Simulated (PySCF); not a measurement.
## Worked example: dipole moment from atomic charges

Se(OH)(SiH3) (H4OSeSi), SMILES O[Se][SiH3]. Atoms are numbered in the order given.

```xyz
7

Se     0.1107    -0.2900     0.6392
O      0.8658    -1.3637    -0.6616
H      1.7866    -1.0637    -0.7207
Si    -0.7025     1.2253    -0.8705
H     -1.4194     2.2644    -0.0713
H     -1.6376     0.5656    -1.8251
H      0.4172     1.8492    -1.6359
```

Geometry optimised at r2SCAN-D4/def2-SVP. Other conformers were not sampled.

Charges (e) from PySCF with B3LYP/def2-TZVPD:

```
atom  ESP fit     IAO
----  -------  ------
Se1    -0.001   0.163
O2     -0.427  -0.692
H3      0.354   0.367
Si4     0.086   0.520
H5      0.009  -0.117
H6      0.010  -0.117
H7     -0.031  -0.124
```

The dipole moment of the full density is 1.52 D.

Task: What dipole moment does each set of point charges give, and which comes closer to that of the density?

Result: 
μ = Σ q r, and 1 e Å = 4.8032 D.
ESP fit: Σ q r = (0.160, 0.280, -0.016) e Å, |μ| = 1.55 D.
IAO: Σ q r = (0.015, 0.583, 0.270) e Å, |μ| = 3.09 D.
ESP fit comes closer in size. Point charges leave out the atoms' own dipoles (lone pairs, polarised bonds); fits to the potential absorb them, partitions of the density don't.
